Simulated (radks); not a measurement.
Ga III, configuration [Ar] 3d9 4s2 (not the ground configuration). Method: Dirac Kohn-Sham, PBE, spin-unpolarised, spherical densities, point nucleus; open shells fill j = l - 1/2 first; computed with a radial shooting solver on a logarithmic mesh with Libxc functionals.

X-ray form factor f0, the Fourier transform of the density (f0(0) = 29):

sin(theta)/lambda (1/angstrom)  f0 (electrons)
0.05                                    28.636
0.1                                     27.630
0.15                                    26.189
0.2                                     24.536
0.25                                    22.833
0.3                                     21.167
0.4                                     18.066
0.5                                     15.331
0.6                                     13.011
0.8                                      9.669
1                                        7.742
1.25                                     6.445
1.5                                      5.627
2                                        4.264
